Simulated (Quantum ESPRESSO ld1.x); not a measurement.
Values are calculated unless marked as measured or tabulated.
All-electron atom: Ir3+ in [Kr] 4d10 4f14 5s1 5p6 5d6 6d1 (not the ground configuration). Code: ld1.x of Quantum ESPRESSO 7.5. Model: Dirac Kohn-Sham, LDA (Slater exchange, Perdew-Zunger correlation), spin-unpolarised, spherical densities, point nucleus; open shells fill j = l - 1/2 first.

Unscreened Slater integrals over Kohn-Sham orbitals (eV). Large and small components are both included. Empty in this configuration: 6d5/2.

integral,value
"F0(6d5/2,6d5/2)",6.2328
"F2(6d5/2,6d5/2)",3.4008
"F4(6d5/2,6d5/2)",2.3320
"F0(6d5/2,6d3/2)",6.2823
"F2(6d5/2,6d3/2)",3.4267
"G2(6d5/2,6d3/2)",3.4234
"G4(6d5/2,6d3/2)",2.3467
"F0(6d5/2,5d5/2)",7.8735
"F2(6d5/2,5d5/2)",1.9832
"F4(6d5/2,5d5/2)",0.91780
"G0(6d5/2,5d5/2)",0.47410
"G2(6d5/2,5d5/2)",0.61636
"G4(6d5/2,5d5/2)",0.51189
"F0(6d5/2,5d3/2)",7.8991
"F2(6d5/2,5d3/2)",1.9409
"G2(6d5/2,5d3/2)",0.61925
"G4(6d5/2,5d3/2)",0.50961
"F0(6d5/2,5p3/2)",8.1087
"F2(6d5/2,5p3/2)",1.6145
"G1(6d5/2,5p3/2)",0.89199
"G3(6d5/2,5p3/2)",0.63595
"F0(6d3/2,6d3/2)",6.3336
"F2(6d3/2,6d3/2)",3.4566
"F0(6d3/2,5d5/2)",7.9804
"F2(6d3/2,5d5/2)",2.0363
"G2(6d3/2,5d5/2)",0.61415
"G4(6d3/2,5d5/2)",0.51392
"F0(6d3/2,5d3/2)",8.0063
"F2(6d3/2,5d3/2)",1.9917
"G0(6d3/2,5d3/2)",0.47323
"G2(6d3/2,5d3/2)",0.61381
"F0(6d3/2,5p3/2)",8.2186
"F2(6d3/2,5p3/2)",1.6470
"G1(6d3/2,5p3/2)",0.85884
"G3(6d3/2,5p3/2)",0.62154
"F0(5d5/2,5d5/2)",16.499
"F2(5d5/2,5d5/2)",8.6878
"F4(5d5/2,5d5/2)",5.8008
"F0(5d5/2,5d3/2)",16.718
"F2(5d5/2,5d3/2)",8.7952
"G2(5d5/2,5d3/2)",8.7848
"G4(5d5/2,5d3/2)",5.8668
"F0(5d5/2,5p3/2)",18.473
"F2(5d5/2,5p3/2)",9.3342
"G1(5d5/2,5p3/2)",11.362
"G3(5d5/2,5p3/2)",7.0633
"F0(5d3/2,5d3/2)",16.947
"F2(5d3/2,5d3/2)",8.9197
"F0(5d3/2,5p3/2)",18.801
"F2(5d3/2,5p3/2)",9.6057
"G1(5d3/2,5p3/2)",11.859
"G3(5d3/2,5p3/2)",7.3720
"F0(5p3/2,5p3/2)",21.559
"F2(5p3/2,5p3/2)",11.642
